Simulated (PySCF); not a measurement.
## How methods differ on the ionisation energy of F²⁺

F²⁺ [He] 2s2 2p3 (4S) → F³⁺ [He] 2s2 2p2 (3P), as a difference of total energies. Computed with PySCF 2.14 in aug-cc-pCVTZ-DK with one added diffuse shell each of s, p, d, f type (8s7p5d3f, 75 functions), with the spin-free X2C one-electron Hamiltonian (Gaussian nucleus). Correlated levels: valence: 1s2 frozen. The calculations carry no spin-orbit coupling.

```csv
method,ionisation energy (eV)
UHF,62.226
MP2 (valence),62.823
SCS-MP2 (valence),62.555
CCSD (valence),62.601
CCSD(T) (valence),62.604
```

A first-order spin-orbit estimate (lowest level to lowest level, LS coupling) adds -0.053 eV.

Errors of the correlated levels include the incompleteness of this basis and the frozen core.

Task: Which method comes closest to the reference value, and which is furthest?

Result: The reference is 62.708 eV (semi-empirical (NIST evaluation); NIST Atomic Spectra Database, ionization energies). Closest: MP2 (valence) (error 0.062 eV); furthest: UHF (error -0.535 eV), both after the spin-orbit estimate.
